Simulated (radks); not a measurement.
Results of a calculation; reference values are marked as such.
Q: Species: Br I. Configuration: [Ar] 3d10 4p5 4d2 (not the ground configuration). Code: a radial shooting solver on a logarithmic mesh with Libxc functionals. Model: Dirac Kohn-Sham, PBE, spin-unpolarised, spherical densities, point nucleus; open shells fill j = l - 1/2 first. Some entries of the table are withheld. Estimate them.

| orbital | occ. | eigenvalue (eV) | r(max) (bohr) |
|---|---|---|---|
| 1s1/2 | 2 | -13327.20 | 0.02791 |
| 2s1/2 | 2 | -1745.505 | 0.1593 |
| 2p1/2 | 2 | (1) | (2) |
| 2p3/2 | 4 | (3) | (4) |
| 3s1/2 | 2 | -251.1267 | 0.4842 |
| 3p1/2 | 2 | -191.1788 | (5) |
| 3p3/2 | 4 | -184.3360 | (6) |
| 3d3/2 | 4 | -80.3490 | (7) |
| 3d5/2 | 6 | -79.2584 | (8) |
| 4s1/2 | 0 | -29.6020 | 1.386 |
| 4p1/2 | 2 | -16.4883 | 1.563 |
| 4p3/2 | 3 | -15.8500 | 1.591 |
| 5p1/2 | 0 | -1.1570 | 5.834 |
| 5p3/2 | 0 | -1.1205 | 5.933 |
| 4d3/2 | 2 | -0.9651 | (9) |
| 4d5/2 | 0 | -0.9453 | (10) |

A: 
(1) 2p1/2 eigenvalue (eV): -1573.155
(2) 2p1/2 r(max) (bohr): 0.1252
(3) 2p3/2 eigenvalue (eV): -1525.646
(4) 2p3/2 r(max) (bohr): 0.1285
(5) 3p1/2 r(max) (bohr): 0.4754
(6) 3p3/2 r(max) (bohr): 0.4841
(7) 3d3/2 r(max) (bohr): 0.4293
(8) 3d5/2 r(max) (bohr): 0.4320
(9) 4d3/2 r(max) (bohr): 2.813
(10) 4d5/2 r(max) (bohr): 2.841
